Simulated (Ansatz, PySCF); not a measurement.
Molecule: SnSe, net charge 0, singlet state. 
Structure (B3LYP-D3(BJ)/def2-TZVP (Ansatz, an electronic-structure program) minimum search):
```xyz
2

Sn     0.0000     0.0000    -0.9497
Se     0.0000     0.0000     1.3966
```

Total electronic energies in hartree. Cores are frozen in the correlated levels unless marked. No spin-orbit coupling. The frozen core is the preceding noble-gas configuration, with the filled d and f shells of earlier blocks. In def2 rows, elements after Kr have scalar-relativistic effective core potentials. Basis-set limits of correlation are two-point, X^-3; Hartree-Fock from the larger set.

The T1 diagnostic of CCSD in the largest basis is 0.028, which is high, so the coupled-cluster rows are less sure than usual.

```json
[
 {"level": "HF/def2-SVP", "program": "Ansatz", "energy (Eh)": "-2612.94766"},
 {"level": "HF-D3(BJ)/def2-TZVPD", "program": "PySCF + dftd3", "energy (Eh)": "-2613.27134"},
 {"level": "PBE-D3(BJ)/def2-TZVPD", "program": "Ansatz + dftd3", "energy (Eh)": "-2615.55785"},
 {"level": "M06-L/def2-TZVPD", "program": "PySCF", "energy (Eh)": "-2615.99205"},
 {"level": "BHLYP/def2-TZVPD", "program": "Ansatz", "energy (Eh)": "-2615.82848"},
 {"level": "MN15/def2-TZVPD", "program": "PySCF", "energy (Eh)": "-2615.77259"},
 {"level": "CCSD/def2-QZVPPD", "program": "Ansatz", "energy (Eh)": "-2613.55720"},
 {"level": "CCSD(T)/def2-QZVPPD", "program": "Ansatz", "energy (Eh)": "-2613.57476"},
 {"level": "CCSD(T)/CBS(def2-TZVPPD,def2-QZVPPD)", "program": "Ansatz", "energy (Eh)": "-2613.5875"}
]
```

Totals of different functionals don't rank their quality; only differences between species are comparable.
